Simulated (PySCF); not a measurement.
# Structure and vertical S1–T1 gap

Method used: TDA wB97X-D/aug-cc-pVDZ excited states, vertical, gas phase in PySCF. Geometry: PBE0-D3(BJ)/def2-SVP.

Each molecule in one low-energy conformer.

Problem. How does the vertical S1–T1 gap change along this series?
- Cc1ccccc1C(=O)[SiH3] (H replaced by SiH3)
- Cc1cccc(C=O)c1C (H replaced by CH3)
- Cc1ccc([SiH3])cc1C=O (H replaced by SiH3)
- Cc1cccc(C=O)c1C=O (H replaced by CHO)

Solution. 
```
            molecule  S1 (eV)      S1 from  f(S1)  T1 (eV)      T1 from  S1 − T1 (eV)  S0–T1 spin-orbit coupling (cm⁻¹)  S1–T1 spin-orbit coupling (cm⁻¹)
Cc1ccccc1C(=O)[SiH3]     3.20    HOMO→LUMO  0.002     2.64    HOMO→LUMO          0.56                             42.77                              0.15
     Cc1cccc(C=O)c1C     3.78  HOMO−2→LUMO  0.000     3.28  HOMO−2→LUMO          0.50                             47.78                              0.07
Cc1ccc([SiH3])cc1C=O     3.86  HOMO−1→LUMO  0.000     3.36  HOMO−1→LUMO          0.50                             48.73                              0.06
   Cc1cccc(C=O)c1C=O     3.18    HOMO→LUMO  0.000     2.73    HOMO→LUMO          0.44                             50.09                              0.26
```
The vertical S1–T1 gap is lowest for Cc1cccc(C=O)c1C=O and highest for Cc1ccccc1C(=O)[SiH3].
